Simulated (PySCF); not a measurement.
## Computed structure and properties of [La(NH3)2]3+

System: [La(NH3)2]3+ (singlet); start: displaced along the imaginary mode (C1). Method: PySCF 2.14.0, RKS BP86, La lcecp-1-SVP with ECP46, N def2-SVP, H def2-SVP; non-relativistic Hamiltonian with scalar-relativistic core potentials where named; density fitting; no spin-orbit coupling.

Input of the relaxation:

```python
mol = gto.M(atom='''
La     0.05440    -0.00481     0.00000
N     -0.21689     0.01917     2.59600
H      0.57048     0.49356     3.10504
H     -1.05887     0.49075     3.00960
H     -0.24664    -0.91933     3.06463
N     -0.21689     0.01917    -2.59600
H      0.57073    -0.45010    -3.10991
H     -1.05912    -0.44728    -3.01448
H     -0.24664     0.96236    -3.05489''',
    basis={'La': 'lcecp-1-SVP', 'N': 'def2-SVP', 'H': 'def2-SVP'},
    ecp={'La': 'lcecp-1-SVP'},
    charge=3, spin=0)
mf = dft.RKS(mol, xc='B88,P86')
mf.grids.atom_grid = (50, 194)  # f atoms: unpruned, at least (60, 302)
mf = mf.density_fit()  # fitting sets: La AutoAux, N def2-universal-JKFIT, H def2-universal-JKFIT
mf.conv_tol = 1e-08; mf.max_cycle = 55
mf.kernel(dm0)  # dm0: converged density of the start geometry
# quasi-Newton relaxation in Cartesian coordinates to a largest gradient under 0.00045 Eh/bohr, steps kept in the point group
```

Run from Python with OMP_NUM_THREADS=2; the lines above give its settings. Where DIIS fails, smearing, a level shift and second-order steps follow.
It took 70 s on 2 threads of Arm Neoverse V1, with other jobs on the host, from the converged density of the start.

Course of the relaxation:

```tsv
step	energy above end (eV)	largest force component within the symmetry (eV/Å)
0	0.3887	0.272
1	0.3754	0.304
2	0.3604	0.331
3	0.3435	0.350
4	0.3249	0.361
5	0.3051	0.361
6	0.2846	0.353
7	0.2640	0.337
14	0.0017	0.113
15	0.0009	0.091
16	0.0005	0.027
17	0.0002	0.022
18	0.0000	0.010
19	0.0000	0.006
```
(The steps between are left out.)

Relaxed geometry (C1):

```xyz
9

La    1.1610   -0.1132    0.0001
N    -0.1994    0.0190    2.1318
H     0.2858    0.4947    2.9326
H    -1.1124    0.5333    2.0779
H    -0.4788   -0.9016    2.5525
N    -0.1992    0.0160   -2.1322
H     0.2728   -0.3910   -2.9775
H    -1.1262   -0.4755   -2.1276
H    -0.4530    0.9818   -2.4576
```

```
     contact      Å
La1–N2 (NH3)  2.532
La1–N6 (NH3)  2.532
```

On the finer grid (75, 302):

* HOMO: -23.62 eV
* LUMO: -18.52 eV
* Dipole about the centre of mass: 3.09 D
* Set of Mulliken populations of La1 outside the core potential: s 2.11, p 6.08, d 0.66, f 0.03
* D3(BJ) dispersion energy (not in the energies): -0.315 eV

```tsv
atom	Mulliken (e)	Löwdin (e)	spin (e)
La1	2.12	1.98	0.00
N2	-0.36	-0.02	0.00
H3	0.27	0.18	0.00
H4	0.26	0.18	0.00
H5	0.27	0.18	0.00
N6	-0.36	-0.02	0.00
H7	0.27	0.18	0.00
H8	0.26	0.18	0.00
H9	0.27	0.18	0.00
```

The large-core potential holds the 4f shell empty.

On the grid (50, 194), as all that follows. Harmonic modes: 2 unstable but soft, so probably a saddle point, though modes this soft are near the noise (counted below −25 cm⁻¹); lowest -58 cm⁻¹ (negative: unstable), highest 3267 cm⁻¹, zero-point energy 1.968 eV.

Taking off one NH3 (charge 0, singlet; the rest: singlet) in vacuum, both parts rigid, costs 4.21 eV; the small basis without counterpoise inflates it. Parting with an electron moved from the ligand to the metal can be far cheaper, even downhill.

Rigid scan of NH3 along the line from its metal:

```json
{"distance to N2 (Å)": "2.23", "energy (eV)": "0.445"}
{"distance to N2 (Å)": "2.33", "energy (eV)": "0.173"}
{"distance to N2 (Å)": "2.43", "energy (eV)": "0.038"}
{"distance to N2 (Å)": "2.53", "energy (eV)": "0.000"}
{"distance to N2 (Å)": "2.63", "energy (eV)": "0.030"}
{"distance to N2 (Å)": "2.73", "energy (eV)": "0.105"}
{"distance to N2 (Å)": "2.93", "energy (eV)": "0.336"}
```

One start shape was tried, so this needn't be the lowest isomer.
